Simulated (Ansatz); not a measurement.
Two isomers of C3H5FSi: A = `FC1C=C[SiH2]1`, B = `FCC1=C[SiH2]1`.

Calculated with Ansatz (gas phase, PBE0-D4/def2-TZVP geometries, no zero-point term in ΔE). CCSD(T)/CBS is the MP2 limit (def2-TZVPP, def2-QZVPP) plus CCSD(T) − MP2 in def2-TZVPP, frozen cores. DFT in def2-TZVPP. B3LYP here is the variant with VWN-RPA as its local correlation; programs differ in this. Each species was taken in one conformer, which may not be the lowest.

A:

```xyz
10

F    -1.4507    0.4179    1.6073
C    -0.7318    0.6476    0.4442
C    -0.8670   -0.4485   -0.5804
C     0.3704   -0.8591   -0.9050
Si    1.1380    0.2130    0.4007
H    -1.0306    1.6287    0.0624
H    -1.8190   -0.7960   -0.9821
H     0.6291   -1.5756   -1.6742
H     1.6314   -0.4824    1.6168
H     2.1303    1.2543    0.0103
```

B:

Z-matrix (Å, degrees):
```
C
C 1 1.473
F 1 1.380 2 111.7
H 1 1.096 2 110.4 3 119.9
H 1 1.096 2 110.5 3 -120.0
Si 2 1.811 1 154.1 3 -1.5
C 2 1.333 1 137.9 3 178.8
H 6 1.482 2 121.2 1 75.7
H 6 1.482 2 121.3 1 -75.3
H 7 1.083 2 135.8 1 -0.1
```

Problem. Which is lower in electronic energy at CCSD(T)/CBS, and by how much? (Estimate.)

Solution. Ansatz gave: A, by 15.3 kcal/mol.

Problem. Give E(B) − E(A) in kcal/mol with ωB97M-V, CCSD/def2-TZVPP, PBE0-D4, PBE-D4, B3LYP-D4, B3LYP, r2SCAN-D4. (An estimate is asked.)

Solution. The calculation gave: ωB97M-V 14.8, CCSD/def2-TZVPP 15.0, PBE0-D4 14.6, PBE-D4 14.1, B3LYP-D4 14.1, B3LYP 13.6, r2SCAN-D4 13.5. None reverses the order clearly.

Largest T1 diagnostic: 0.012.
